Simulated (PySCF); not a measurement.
**First hyperpolarisability: `InChI=1S/C6H6Cl2/c1-2-3-6(4-7)5-8/h1,4-5H2`**

Cartesian coordinates in Å; atom numbers follow the order of the lines, from 1:
```xyz
14

C     3.1887   -0.3234   -0.6696
C     1.9155   -0.1935   -0.4030
C     0.6914   -0.0692   -0.1464
C    -0.5926    0.0604    0.1232
C    -1.1832   -0.4459    1.3964
Cl   -2.1429   -1.9377    1.0621
C    -1.5309    0.7208   -0.8305
Cl   -1.9739    2.3547   -0.2055
H     3.6095    0.0442   -1.5911
H     3.8613   -0.8020    0.0233
H    -1.8809    0.2765    1.8202
H    -0.4186   -0.7211    2.1204
H    -1.0799    0.8719   -1.8094
H    -2.4642    0.1637   -0.9125
```

Computed, not measured: PySCF, quadratic response CAM-B3LYP/def2-SVPD first hyperpolarisability, Taylor convention, gas phase. Geometry: GFN2-xTB.

Task: What is the first hyperpolarisability, and how does it disperse?

Result: In 10⁻³⁰ esu, Taylor convention; the vector part is βᵢ = ⅓ Σⱼ (βᵢⱼⱼ + βⱼᵢⱼ + βⱼⱼᵢ); β∥ is 3/5 of the vector part along the dipole, the dipole points from − to +:
| process | λ (nm) | β vector norm | β∥ | β HRS | depolarisation ratio |
| --- | --- | --- | --- | --- | --- |
| static β(0;0,0) | ∞ | 0.32 | -0.19 | 0.41 | 1.67 |
| second harmonic β(−2ω;ω,ω) | 1064 | 0.43 | -0.26 | 0.53 | 1.70 |
| Pockels β(−ω;ω,0) | 1064 | 0.35 | -0.21 | – | – |

Task: Which lowest excitations, dipole and polarisabilities go with it?

Result: S1 4.08 eV (f = 0.002); S2 5.07 eV (f = 0.728); S3 5.82 eV (f = 0.001); dipole 2.18 D; isotropic α 116.6 au static, 118.7 au at 1064 nm, 126.2 au at 532 nm.
